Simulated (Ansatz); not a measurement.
Molecule: 2-methyl-3-methylselanylprop-1-ene, C5H10Se (charge 0, singlet). 
Coordinates optimised at B3LYP-D3(BJ)/def2-TZVP (Ansatz, a program for electronic structure):
SMILES: C(C[Se]C)(=C)C
```xyz
16

C     -2.3715     0.7607     0.1089
C     -1.2879     0.6470     0.8723
C     -0.8171     1.7571     1.7685
C     -0.4671    -0.6109     0.8982
Se     0.7002    -0.8769    -0.6892
C      1.5557     0.8851    -0.7353
H     -2.6944    -0.0460    -0.5374
H     -2.9599     1.6691     0.0941
H      0.2195     2.0271     1.5512
H     -0.8444     1.4443     2.8166
H     -1.4352     2.6479     1.6609
H     -1.0948    -1.5005     0.8849
H      0.1682    -0.6521     1.7809
H      0.8053     1.6592    -0.8757
H      2.1283     1.0600     0.1729
H      2.2285     0.8725    -1.5903
```
Charge 0, spin multiplicity 1.

Total electronic energies in hartree. Cores are frozen in the correlated levels unless marked. No spin-orbit coupling. Frozen are the shells of the preceding noble gas and the d and f shells that filled before the atom's block. Non-relativistic. CBS(X,Y): correlation extrapolated as X^-3; Hartree-Fock from the larger set. The bracket is a focal-point correction in the basis named.

```
level                                                     program  energy (Eh)
-------------------------------------------------  --------------  -----------
HF/cc-pVTZ                                                 Ansatz  -2595.09094
HF/aug-cc-pVQZ                                             Ansatz  -2595.10709
HF/cc-pVQZ                                                 Ansatz  -2595.10661
RI-HF/aug-cc-pVQZ                                          Ansatz  -2595.10697
BLYP-D3(BJ)/def2-TZVPD                             Ansatz + dftd3  -2598.10640
PBE0/STO-3G                                                Ansatz  -2568.61999
BHLYP-D4/def2-TZVPD                                Ansatz + dftd4  -2598.02601
BHLYP/def2-TZVPD                                           Ansatz  -2598.00876
r2SCAN0/def2-TZVPD                                         Ansatz  -2597.99095
HSE06-D4/def2-TZVPD                                Ansatz + dftd4  -2597.62472
CAM-B3LYP-D3(BJ)/def2-TZVPD                        Ansatz + dftd3  -2598.16816
LC-wPBE/def2-TZVPD                                         Ansatz  -2597.69346
wB97X-V/def2-TZVPD                                         Ansatz  -2597.87661
B2PLYP-D3(BJ)/def2-TZVPD                           Ansatz + dftd3  -2597.55367
B2PLYP-D4/def2-TZVPD                               Ansatz + dftd4  -2597.55164
MP2/STO-3G                                                 Ansatz  -2566.67606
MP2/6-31G                                                  Ansatz  -2595.05289
SCS-MP2/6-31G                                              Ansatz  -2595.05844
CCSD/aug-cc-pVDZ                                           Ansatz  -2595.90153
CCSD(T)/aug-cc-pVDZ                                        Ansatz  -2595.93737
RI-MP2/CBS(cc-pVTZ,cc-pVQZ)+[CCSD(T)-MP2]/cc-pVTZ          Ansatz   -2596.3442
RI-MP2/CBS(cc-pVTZ,cc-pVQZ)+[CCSD(T)-MP2]/cc-pVQZ          Ansatz   -2596.3366
CCSD(T)/CBS(cc-pVTZ,cc-pVQZ)                               Ansatz   -2596.3314
```

Totals of different functionals don't rank their quality; only differences between species are comparable.
